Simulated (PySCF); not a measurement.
Electron correlation in O (oxygen, neutral)

[He] 2s1 2p5, 2s spin antiparallel (an excited configuration). Calculation: PySCF 2.14, in def2-TZVPPD (6s4p3d1f, 40 functions); the non-relativistic Hamiltonian (point nucleus). Frozen: 1s2; 6 electrons correlated.

MP2 pair energies summed by pair of shells (mhartree):

| pair | energy | share (%) |
| --- | --- | --- |
| 2p-2p | -154.17 | 71.5 |
| 2s-2p | -61.40 | 28.5 |

Total MP2 correlation energy: -215.57 mhartree.

Same-spin part -40.98 and opposite-spin part -174.59 mhartree; SCS-MP2 scales them by 1/3 and 6/5 to -223.17 mhartree.
